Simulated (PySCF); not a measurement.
## One reaction down a group: F, Cl, I

The same gas-phase reaction for F, Cl, I:
- 2 GeF2 + 4 H → GeH4 + GeF4
- 2 GeCl2 + 4 H → GeH4 + GeCl4
- 2 GeI2 + 4 H → GeH4 + GeI4

Method: PySCF energies (xtb for GFN2) plus ideal-gas RRHO corrections (1 bar). † marks an energy on the PBE0/def2-TZVP geometry and frequencies; other levels use their own. Open shells (unrestricted): H (multiplicity 2); the rest are closed-shell singlets. GFN2 has no spin-polarisation term. I: scalar-relativistic def2 core potential, no spin-orbit coupling. Ge: all electrons, no relativistic terms. The harmonic model lacks anharmonicity and excited electronic states, which grow with temperature; levels with a mode under 35 cm⁻¹ are left out. Soft modes under 120 cm⁻¹ make the harmonic entropy rough for GeI2, GeI4.

ΔH°(298 K) in kJ, by level:

```csv
level,F,Cl,I
ωB97M-V/def2-TZVP†,-912.5,-950.6,-968.4
BLYP/def2-TZVP†,-834.4,-857.8,-863.1
PBE/def2-SVP,-872.5,-892.0,-886.5
HF/def2-TZVP†,-771.5,-772.5,-766.8
GFN2-xTB,-700.8,-886.1,-907.5
```

At ωB97M-V/def2-TZVP†, ΔH° falls from F to I, over a range of 55.9 kJ; the steps are -38.1, -17.8 kJ. 3 of the 5 levels shown give the same order; PBE/def2-SVP, HF/def2-TZVP† order the members differently. The levels scatter most for F (211.7 kJ between the highest and the lowest) and least for Cl (178.1 kJ). ΔS°(298 K) runs from -483.4 to -480.2 J/K, so TΔS° at 298 K spreads over 1.0 kJ among the members, against 55.9 kJ for ΔH°.

Free energies at ωB97M-V/def2-TZVP†:

```
member  ΔS°(298 K), J/K  ΔG°(298 K), kJ  ΔG°(1200 K), kJ  ΔG° changes sign
------  ---------------  --------------  ---------------  ----------------
F                -480.4            -769             -310    1800 to 2000 K
Cl               -483.4            -806             -346    1800 to 2000 K
I                -480.2            -825             -369    1800 to 2000 K
```

The NASA 1993 table holds none of these reactions whole; the comparison is among the levels.
